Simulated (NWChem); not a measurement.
Program: NWChem. System: HBr, charge 0, spin multiplicity 1, displaced from the optimised geometry.

Input file:

```
start mol
memory heap 200 mb stack 900 mb global 1100 mb
geometry units angstroms nocenter noautoz
  Br     0.000000     0.000000     0.040465
  H      0.000000     0.000000    -1.416292
  symmetry group C2v
end
basis spherical
  * library def2-tzvp
end
dft
  xc b3lyp
  semidirect memsize 60000000 filesize 0
  iterations 100
  convergence nodiis damp 40
end
task dft gradient
```

The output up to the point where the run's verdict is printed (cleaned and shortened):

```
             Northwest Computational Chemistry Package (NWChem) 7.3.0
             --------------------------------------------------------

                                NWChem Input Module
                                -------------------

 Scaling coordinates for geometry "geometry" by  1.889725989
 (inverse scale =  0.529177249)

 Turning off AUTOSYM since
 SYMMETRY directive was detected!

                             Geometry "geometry" -> ""
                             -------------------------

 Output coordinates in angstroms (scale by  1.889725989 to convert to a.u.)

  No.       Tag          Charge          X              Y              Z
 ---- ---------------- ---------- -------------- -------------- --------------
    1 Br                  35.0000     0.00000000     0.00000000     0.04046500
    2 H                    1.0000     0.00000000     0.00000000    -1.41629200

 Effective nuclear repulsion energy (a.u.)      12.7139967167

            Nuclear Dipole moment (a.u.)
            ----------------------------
        X                 Y               Z
 ---------------- ---------------- ----------------
     0.0000000000     0.0000000000    -0.0000321253

      Symmetry information
      --------------------

 Group name             C2v
 Group number             16
 Group order               4
 No. of unique centers     2

      Symmetry unique atoms

     1    2


 Summary of "ao basis" -> "" (spherical)
 ------------------------------------------------------------------------------
       Tag                 Description            Shells   Functions and Types
 ---------------- ------------------------------  ------  ---------------------
 *                         def2-tzvp                  on all atoms

                                 NWChem DFT Module
                                 -----------------

 Summary of "ao basis" -> "ao basis" (spherical)
 ------------------------------------------------------------------------------
       Tag                 Description            Shells   Functions and Types
 ---------------- ------------------------------  ------  ---------------------
[...]
 !! scf_movecs_sym_adapt:   24 vectors were symmetry contaminated

 d= 0,ls=0.0         84  -2570.6559628637  7.32D-01  1.24D-01               2.1

 !! scf_movecs_sym_adapt:   24 vectors were symmetry contaminated

  Symmetry fudging

 !! scf_movecs_sym_adapt:   24 vectors were symmetry contaminated

 d= 0,ls=0.0         85  -2571.3867494637 -7.31D-01  1.24D-01               2.2

 !! scf_movecs_sym_adapt:   24 vectors were symmetry contaminated

  Symmetry fudging

 !! scf_movecs_sym_adapt:   22 vectors were symmetry contaminated

 d= 0,ls=0.0         86  -2570.6540323872  7.33D-01  1.24D-01               2.2

 !! scf_movecs_sym_adapt:   24 vectors were symmetry contaminated

  Symmetry fudging

 !! scf_movecs_sym_adapt:   24 vectors were symmetry contaminated

 d= 0,ls=0.0         87  -2571.3855784310 -7.32D-01  1.24D-01               2.2

 !! scf_movecs_sym_adapt:   24 vectors were symmetry contaminated

  Symmetry fudging

 !! scf_movecs_sym_adapt:   24 vectors were symmetry contaminated

 d= 0,ls=0.0         88  -2570.6524686604  7.33D-01  1.24D-01               2.2

 !! scf_movecs_sym_adapt:   24 vectors were symmetry contaminated

  Symmetry fudging

 !! scf_movecs_sym_adapt:   24 vectors were symmetry contaminated

 d= 0,ls=0.0         89  -2571.3846300173 -7.32D-01  1.24D-01               2.2

 !! scf_movecs_sym_adapt:   24 vectors were symmetry contaminated

  Symmetry fudging

 !! scf_movecs_sym_adapt:   24 vectors were symmetry contaminated

 d= 0,ls=0.0         90  -2570.6512021455  7.33D-01  1.24D-01               2.2

 !! scf_movecs_sym_adapt:   24 vectors were symmetry contaminated

  Symmetry fudging

 !! scf_movecs_sym_adapt:   24 vectors were symmetry contaminated

 d= 0,ls=0.0         91  -2571.3838619619 -7.33D-01  1.24D-01               2.3

 !! scf_movecs_sym_adapt:   24 vectors were symmetry contaminated

  Symmetry fudging

 !! scf_movecs_sym_adapt:   22 vectors were symmetry contaminated

 d= 0,ls=0.0         92  -2570.6501764423  7.34D-01  1.24D-01               2.3

 !! scf_movecs_sym_adapt:   24 vectors were symmetry contaminated

  Symmetry fudging

 !! scf_movecs_sym_adapt:   24 vectors were symmetry contaminated

 d= 0,ls=0.0         93  -2571.3832400059 -7.33D-01  1.24D-01               2.3

 !! scf_movecs_sym_adapt:   24 vectors were symmetry contaminated

  Symmetry fudging

 !! scf_movecs_sym_adapt:   24 vectors were symmetry contaminated

 d= 0,ls=0.0         94  -2570.6493458222  7.34D-01  1.24D-01               2.3

 !! scf_movecs_sym_adapt:   24 vectors were symmetry contaminated

  Symmetry fudging

 !! scf_movecs_sym_adapt:   24 vectors were symmetry contaminated

 d= 0,ls=0.0         95  -2571.3827363842 -7.33D-01  1.24D-01               2.3

 !! scf_movecs_sym_adapt:   24 vectors were symmetry contaminated

  Symmetry fudging

 !! scf_movecs_sym_adapt:   24 vectors were symmetry contaminated

 d= 0,ls=0.0         96  -2570.6486732202  7.34D-01  1.24D-01               2.4

 !! scf_movecs_sym_adapt:   24 vectors were symmetry contaminated

  Symmetry fudging

 !! scf_movecs_sym_adapt:   24 vectors were symmetry contaminated

 d= 0,ls=0.0         97  -2571.3823285993 -7.34D-01  1.24D-01               2.4

 !! scf_movecs_sym_adapt:   24 vectors were symmetry contaminated

  Symmetry fudging

 !! scf_movecs_sym_adapt:   24 vectors were symmetry contaminated

 d= 0,ls=0.0         98  -2570.6481285999  7.34D-01  1.24D-01               2.4

 !! scf_movecs_sym_adapt:   24 vectors were symmetry contaminated

  Symmetry fudging

 !! scf_movecs_sym_adapt:   24 vectors were symmetry contaminated

 d= 0,ls=0.0         99  -2571.3819984249 -7.34D-01  1.24D-01               2.4

 !! scf_movecs_sym_adapt:   24 vectors were symmetry contaminated

  Symmetry fudging

 !! scf_movecs_sym_adapt:   24 vectors were symmetry contaminated

 d= 0,ls=0.0        100  -2570.6476876257  7.34D-01  1.24D-01               2.4
```

Convergence was not reached. The next line reads: Calculation failed to converge. NWChem stopped with the message: dft gradient failed.
